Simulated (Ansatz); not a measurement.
Al10As9H26⁻, a nanocrystal cut from wurtzite AlAs (hydrogen-capped), relaxed as a singlet with RKS PBE-D4/def2-SVP in Ansatz, starting from the GFN2-xTB geometry. Force threshold 0.03 eV/Å.

Single mean-field runs in def2-SVP are fitted with def2-universal-jkfit.

Start:

```xyz
45

Al   -4.0412    1.3931    1.1154
As   -2.8955    2.3341    3.1558
Al   -3.3856    0.1784   -2.3596
As   -1.5979   -0.2828   -4.0445
As   -2.3451    1.5449   -0.6299
Al    0.0976    2.0868   -0.3696
Al   -0.7779    1.0683    3.5806
As    0.9696    1.8441    1.9778
Al    0.9015   -0.3108   -4.0214
As    1.5782    1.0966   -2.1500
Al    3.9349    0.4936   -1.9602
Al    3.1452    0.6261    2.0645
As    4.6305    1.4948    0.2454
Al   -2.5434   -0.8497    0.1689
As   -1.2160   -1.0112    2.3886
As   -0.6605   -2.0423   -1.1160
Al    1.7821   -1.3384   -1.5079
Al    0.7185   -2.5504    2.6042
As    2.2712   -1.4044    1.0417
H    -5.3507    2.2368    0.8738
H    -4.4049   -0.0901    1.6340
H    -3.4725    3.3472    4.1482
H    -3.5318    1.2119    3.9526
H    -4.5135    0.9519   -3.1547
H    -3.8318   -1.3089   -1.9063
H    -1.4494    1.2390   -4.1158
H    -2.1469   -0.2701   -5.4618
H     0.1652    3.6532   -0.6666
H    -0.4274    1.2032    5.1044
H     1.1683    3.3783    2.0317
H     1.3312    0.2865   -5.4218
H     1.2336   -1.8854   -3.8720
H     4.8862    1.0701   -3.0776
H     4.2494   -1.0644   -1.6924
H     3.9376    0.7144    3.4145
H     5.9044    2.2978    0.5157
H     5.4014    0.2143    0.4957
H    -3.4552   -2.1035    0.4554
H    -2.2423   -1.6781    3.3031
H    -1.1677   -3.0448   -2.1392
H    -0.3991   -3.1630   -0.1193
H     2.3918   -2.7569   -1.8160
H     1.2886   -2.4708    4.0812
H     0.3765   -4.0225    2.1422
H     3.4929   -2.3169    1.1071
```

| step | energy (eV) | largest force component (eV/Å) | SCF passes |
| --- | --- | --- | --- |
| 1 | -613772.7570 | 1.067 | 18 |
| 2 | -613774.0476 | 0.503 | 25 |
| 3 | -613774.4026 | 0.303 | 20 |
| 4 | -613774.7701 | 0.214 | 21 |
| 5 | -613775.0556 | 0.156 | 20 |
| 6 | -613775.2586 | 0.183 | 20 |
| 7 | -613775.3797 | 0.233 | 20 |
| 8 | -613775.4594 | 0.270 | 20 |
| 9 | -613775.5501 | 0.132 | 19 |
| 10 | -613775.6046 | 0.073 | 19 |
| 11 | -613775.6334 | 0.166 | 19 |
| 12 | -613775.6407 | 0.332 | 19 |
| 13 | -613775.6581 | 0.217 | 21 |
| 14 | -613775.6698 | 0.023 | 20 |
| 15 | -613775.6732 | 0.029 | 18 |
| 16 | -613775.6738 | 0.046 | 19 |
| 17 | -613775.6746 | 0.037 | 14 |
| 18 | -613775.6752 | 0.006 | 20 |
| 19 | -613775.6754 | 0.026 | 20 |

Force components are those of the run's own axes.

End:

Cartesian coordinates in Å:
```
Al -3.922 2.024 0.731
As -2.761 2.165 3.023
Al -3.421 0.013 -2.620
As -1.567 0.610 -4.234
As -2.306 0.561 -0.449
Al -0.067 1.585 -0.635
Al -0.662 0.906 3.559
As 0.852 1.632 1.730
Al 0.727 -0.456 -4.222
As 1.474 0.135 -1.910
Al 3.709 1.161 -2.217
Al 3.020 0.492 2.137
As 4.421 1.359 0.248
Al -2.283 -1.606 0.685
As -1.092 -1.434 2.885
As -0.590 -2.862 -0.691
Al 1.790 -2.065 -0.889
Al 0.889 -2.966 3.166
As 2.429 -1.830 1.524
H -3.931 3.538 0.192
H -5.292 1.249 1.064
H -2.440 3.614 3.391
H -3.737 1.918 4.174
H -4.681 0.979 -2.888
H -3.586 -1.585 -2.775
H -1.366 2.122 -4.156
H -2.122 0.584 -5.662
H -0.104 3.096 -1.174
H -0.142 1.157 5.055
H 1.142 3.098 2.053
H 1.645 0.263 -5.333
H 0.431 -2.039 -4.326
H 3.653 2.679 -2.742
H 4.767 0.108 -2.817
H 3.688 0.726 3.575
H 4.707 2.812 0.625
H 5.844 0.849 0.474
H -3.663 -2.406 0.827
H -2.118 -1.932 3.903
H -1.144 -2.921 -2.110
H -0.635 -4.355 -0.375
H 2.725 -3.126 -1.642
H 1.479 -2.856 4.659
H 0.491 -4.404 2.553
H 3.749 -2.592 1.636
```

By distances, no bond broke or formed. The bond that changes most is Al17–As19, from 2.60 to 2.51 Å (atoms count from 1).

The force fell under the threshold at step 14, but the optimiser went on and released 0.006 eV more. No frequencies were taken in this run, so the end may be a saddle point.

Run time 58 s (4 threads of AMD EPYC 7R13 on a shared host and a share (37 GiB) of an NVIDIA H100 80GB HBM3).
